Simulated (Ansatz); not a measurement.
## Which method gave which barrier?

Saddle point of BNH$_{4}$SF$_{2}$, singlet (BHSF₂ ([F][B]([F])[SH]) + NH₃ → BNH₂F₂ ([NH2][B]([F])[F]) + H₂S; bonds formed: S2–H5; dative contacts that become bonds: B1–N6; bonds broken: B1–S2, H5–N6), PBE0-D4/def2-TZVP structure:

```tsv
atom	x (Å)	y (Å)	z (Å)
B1	-0.6997	0.3267	-0.2352
S2	1.3919	0.8095	-0.9818
F3	-1.2804	-0.4262	-1.1812
F4	-1.2465	1.5120	0.0662
H5	1.0620	-0.0209	0.3112
N6	-0.1118	-0.4374	0.9467
H7	1.4707	-0.2980	-1.7368
H8	-0.2937	-0.0330	1.8564
H9	-0.2925	-1.4327	0.9544
```

Ansatz 0.2.0; basis: def2-TZVPP, with def2-QZVPP for the basis limit; cores frozen in the correlated methods. Extrapolation: Hartree–Fock as exp(−7.88 √X), correlation as X^−2.97. Four methods, as single points on the PBE0-D4 structures, gave these electronic barriers from the start structure: 0.853, 1.078, 1.365, 1.672 eV.

Q: The methods were, in alphabetical order, BHLYP-D4, HF, r2SCAN-D4, SPW92. Which gave which? (Judge from chemistry; the calculation decides.)

A: By the calculation: SPW92 0.853; r2SCAN-D4 1.078; BHLYP-D4 1.365; HF 1.672 eV. For comparison, CCSD(T) at an estimated basis limit (MP2 extrapolated from triple and quadruple zeta, plus CCSD(T) − MP2 in triple zeta) gives 1.313 eV.

No T1 diagnostic of these runs exceeds 0.012.

Labels in which every atom is bracketed show which atoms are joined, not bond orders.

For scale, one of the runs: CCSD(T)/def2-TZVPP, 222 basis functions, launched by `ansatz run in.yaml --threads 4 --pin off --events-out ev --progress --plain --max-ram 9574MiB`. Hardware: 4 CPU threads of an Arm Neoverse V2, shared host. Wall time 87 s; peak host memory 3.7 GiB.
